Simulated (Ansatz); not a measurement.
`[SiH3]C([SiH3])[TeH]` and `[SiH3]C([SiH3])S` differ in one atom or group.

Ansatz, PBE0-D4/def2-TZVP geometries, multiplicity 1. Each molecule was computed in one conformer, which needn't be the lowest.

Elements past krypton have def2 core potentials.

```tsv
property	`[SiH3]C([SiH3])[TeH]`
HOMO–LUMO gap (B3LYP/def2-TZVPP) / eV	4.86
LUMO energy (B3LYP/def2-TZVPP) / eV	-1.29
LUMO energy (PBE0/def2-TZVPP) / eV	-1.11
size of the dipole moment (B3LYP/def2-TZVPP) / D	0.63
HOMO–LUMO gap (PBE0/def2-TZVPP) / eV	5.27
HOMO energy (PBE/def2-TZVPP) / eV	-5.35
```

Q: Give the same properties after the change, and the shifts. (Estimate.)

A: Ansatz gave: 
| property | `[SiH3]C([SiH3])S` | shift |
| --- | --- | --- |
| HOMO–LUMO gap (B3LYP/def2-TZVPP) / eV | 6.06 | 1.20 |
| LUMO energy (B3LYP/def2-TZVPP) / eV | -0.54 | 0.75 |
| LUMO energy (PBE0/def2-TZVPP) / eV | -0.33 | 0.78 |
| size of the dipole moment (B3LYP/def2-TZVPP) / D | 0.62 | -0.01 |
| HOMO–LUMO gap (PBE0/def2-TZVPP) / eV | 6.49 | 1.22 |
| HOMO energy (PBE/def2-TZVPP) / eV | -5.65 | -0.30 |

With PBE0 the HOMO falls by 0.44 eV and the LUMO rises by 0.78 eV, so the gap widens by about 1.22 eV. PBE moves the HOMO by -0.30 eV and ωB97M-V by -0.50 eV. Dipoles are sizes alone; their direction can turn.

B3LYP here is the variant with VWN-RPA as its local correlation; programs differ in this.

Spin–orbit coupling is left out; it splits and shifts lone-pair levels of the heavy atoms by tenths of an eV.
